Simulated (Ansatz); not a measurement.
Ansatz (an electronic-structure program) input (CCSD(T)/6-31G*):

Ansatz 0.2 input:
```yaml
crystal:
  periodic: [false, false, false]
  atoms:
    - {symbol: Si, position_ang: [0.01181809, -0.67217228, 0.30735988]}
    - {symbol: Cl, position_ang: [-0.36272322, -1.92224598, -1.28749374]}
    - {symbol: Br, position_ang: [-1.71385771, 0.72023475, 0.58057597]}
    - {symbol: Br, position_ang: [1.88531032, 0.48229649, -0.07816582]}
basis:
  gaussian:
    orbitals: 6-31G*
magnetization: {spin_polarized: true, initial_magnetization: 1}
correlation: {method: ccsd_t, electrons: outside_noble_gas}
```

End of the output:

```
reference -160349.06679918 eV, -5892.7195163685 hartree; 13, 12 occupied and 57, 58 virtual orbitals, 991 factors
second order -11.52322484 eV of doubles, -0.00000000 eV of singles
coupled cluster: 0.98 GiB planned
cycle   1  -12.21258995 eV  change   -6.9e-1 eV  update   8.0e-2
cycle   2  -12.46406369 eV  change   -2.5e-1 eV  update   2.4e-2
cycle   3  -12.52181962 eV  change   -5.8e-2 eV  update   1.4e-2
cycle   4  -12.51837717 eV  change    3.4e-3 eV  update   4.9e-3
cycle   5  -12.51757468 eV  change    8.0e-4 eV  update   2.1e-3
cycle   6  -12.51800596 eV  change   -4.3e-4 eV  update   7.3e-4
cycle   7  -12.51825752 eV  change   -2.5e-4 eV  update   2.9e-4
cycle   8  -12.51829372 eV  change   -3.6e-5 eV  update   8.9e-5
cycle   9  -12.51827935 eV  change    1.4e-5 eV  update   3.7e-5
cycle  10  -12.51827937 eV  change   -1.7e-8 eV  update   1.4e-5
perturbative correction -0.35644791 eV, -0.0130992191 hartree
Total energy: -160361.94152646 eV, -5893.1926538693 hartree
```

It need not be the lowest isomer of its formula.
